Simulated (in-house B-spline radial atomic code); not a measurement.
Solving the quasi-particle equation for 4d of Cd III (Cd2+)

Configuration [Kr] 4d10, start PBE; correlation leaves out the 6 deepest shells. Computed with an all-electron radial atomic-structure program (B-spline basis): all electrons, scalar-relativistic (spin-free one-electron X2C), finite nucleus, each spin shell either full or empty, empty states to l = 9 with an (l + 1/2)⁻⁴ tail; G0W0 by contour deformation at full frequency.

At the mean-field level ε = -30.437 eV the matrix elements are Σx = -39.088 eV, v_xc = -31.041 eV and Σc(ε) = 0.133 eV, and the slope of the correlation self-energy is dΣc/dω = -0.0792. The quasi-particle energy solves E = ε + Σx − v_xc + Σc(E).

What does the linearised equation give?

Z = 1/(1 − dΣc/dω) = 1/1.0792 = 0.9266. The first-order shift is Σx − v_xc + Σc(ε) = -39.088 − (-31.041) + (0.133) = -7.914 eV, so E ≈ ε + Z × shift = -30.437 + 0.9266 × (-7.914) = -37.770 eV.

How does that compare with the full solution and with static screening?

Solving the equation at full frequency dependence gives E = -37.648 eV, where Σc = 0.836 eV and the weight is 0.881; the linearised value is off by 123 meV. Leaving Z out would give -38.351 eV. Static COHSEX puts -3.200 eV in place of Σc and gives -41.684 eV, 4.04 eV deeper. The tabulated removal energy is 37.468 ± 0.006 eV (NIST, measured); the run leaves out spin-orbit coupling, Breit and QED terms.
